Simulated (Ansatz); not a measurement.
One change: `[NH2][Ta](=[O])([OH])[OH]` becomes `[NH2][V](=[O])([OH])[OH]`.

Ansatz, PBE0-D4/def2-TZVP geometries, multiplicity 1. Each molecule was computed in one conformer, which needn't be the lowest.

Elements past krypton have def2 core potentials. Scalar relativity is left out up to krypton.

| property | `[NH2][Ta](=[O])([OH])[OH]` |
| --- | --- |
| LUMO energy (B3LYP/def2-TZVPP) / eV | -0.62 |
| LUMO energy (ωB97M-V/def2-TZVPP) / eV | 0.99 |
| LUMO energy (PBE0/def2-TZVPP) / eV | -0.30 |
| size of the dipole moment (PBE/def2-TZVPP) / D | 3.62 |
| HOMO energy (PBE0/def2-TZVPP) / eV | -7.99 |
| zero-point energy (PBE0-D4/def2-TZVP) / kJ/mol | 142.0 |

(1) Give the same properties after the change, and the shifts. (Estimate.)

## Answers

(1) Computed: 
| property | `[NH2][V](=[O])([OH])[OH]` | shift |
| --- | --- | --- |
| LUMO energy (B3LYP/def2-TZVPP) / eV | -2.42 | -1.80 |
| LUMO energy (ωB97M-V/def2-TZVPP) / eV | 0.11 | -0.88 |
| LUMO energy (PBE0/def2-TZVPP) / eV | -2.13 | -1.83 |
| size of the dipole moment (PBE/def2-TZVPP) / D | 4.77 | 1.15 |
| HOMO energy (PBE0/def2-TZVPP) / eV | -8.17 | -0.18 |
| zero-point energy (PBE0-D4/def2-TZVP) / kJ/mol | 145.9 | 3.9 |

With PBE0 the HOMO falls by 0.18 eV and the LUMO falls by 1.83 eV, so the gap narrows by about 1.65 eV. PBE moves the HOMO by -0.21 eV and ωB97M-V by -0.12 eV. Dipoles are sizes alone; their direction can turn.

B3LYP here is the variant with VWN-RPA as its local correlation; programs differ in this.
